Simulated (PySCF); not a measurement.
## Field gradients at the hydrogen positions

Compound: C₇H₄O₂.
Geometry (GFN2-xTB, Å), atoms numbered from 1 in this order:
```xyz
13
C7H4O2 angstrom
C      2.8730   -1.0379    0.3026
C      1.6751   -0.9430    0.2747
C      0.2724   -0.8936    0.2480
C     -0.3901    0.2614    0.0537
C      0.2815    1.4962   -0.1292
C      0.8224    2.5564   -0.2867
O     -1.7721    0.4229    0.0028
C     -2.6475   -0.5592    0.1272
O     -2.4487   -1.7244    0.3047
H      3.9191   -1.1104    0.3245
H     -0.2501   -1.8280    0.3890
H      1.3148    3.4730   -0.4214
H     -3.6542   -0.1130    0.0353
```

Level: B3LYP/pcJ-1 (PySCF, non-relativistic); Q(2H) = 0.00286 b; rigid geometry, the same for H and D, with no vibrational averaging.

**Question.** Rank these positions by the coupling χzz of a deuteron there, largest first.
A. H13 (formyl hydrogen)
B. H11 (vinylic hydrogen)
C. H10 (alkyne hydrogen)

**Answer.** C (258 kHz), B (203 kHz), A (176 kHz).

**Question.** What are Vzz, η and χzz (234.96 MHz × Q × Vzz) at all hydrogens?

**Answer.** 
| atom | bonded to | bond length (Å) | Vzz (au) | η | χzz (kHz) |
| --- | --- | --- | --- | --- | --- |
| H10 | C1 | 1.049 | 0.3833 | 0.00 | 258 |
| H11 | C3 | 1.080 | 0.3018 | 0.08 | 203 |
| H12 | C6 | 1.049 | 0.3808 | 0.01 | 256 |
| H13 | C8 | 1.105 | 0.2625 | 0.05 | 176 |

**Question.** A static deuteron (I = 1) shows a doublet split by (3/2)χ, (3/4)χ(1 + η) and (3/4)χ(1 − η) with the field along z, y and x of the gradient. What are these for H12?

**Answer.** With |χ| = 255.9 kHz and η = 0.007: 384, 193 and 191 kHz, to first order and without motion.

Isolated species at its GFN2-xTB geometry (one conformer only). GFN2-xTB bond lengths can be off by several hundredths of an ångström, more for odd bonds, and the gradients follow them. The small basis limits the accuracy of the gradients.
